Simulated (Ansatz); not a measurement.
Coupled-cluster diagnostics for the cluster ZnTe₂, Ansatz.

Geometry of the singlet (B3LYP-D4/def2-TZVP):

```xyz
3

Zn    0.000   -0.002    0.000
Te    2.053   -0.345    1.289
Te   -2.052    0.347   -1.289
```

In the def2 sets Te takes a core potential; there is no spin–orbit coupling. Correlated methods freeze 17 core orbitals; core or outer-core shells of Te are correlated, in sets that lack core-valence functions. The geometry of the singlet was relaxed on an unsound state (restricted singlet whose occupied levels cross empty ones at other levels, untested at these). Another isomer (triplet) lies 0.90 eV lower at PBE0-D4/def2-TZVP; other spin states weren't run for this one.

(1) Estimate the CCSD(T) correlation energy, the shares of MP2 and (T), T1 and the reference's ⟨S²⟩ for: charge 0, singlet, own geometry in def2-TZVPP; and the rough time on 4 threads of Arm Neoverse V1 on a shared host.

## Answers

(1) 
```
                          state       basis  correlation (eV)  MP2 share (%)  (T) share (%)     T1  ⟨S²⟩ (pure)  wall time                                                            remarks
charge 0, singlet, own geometry  def2-TZVPP           -38.280          103.0            4.6  0.022  0.00 (0.00)    4.2 min  flagged by the program, large T1 (0.022), restricted SCF unstable
```
Customary marks for T1 are 0.02 (closed shells), 0.045 (open shells) and about 0.05 (3d metals). T1 exceeds 0.02 in 1 of 1 rows and 0.045 in 0; the higher it lies, the less the single-reference result can be trusted.
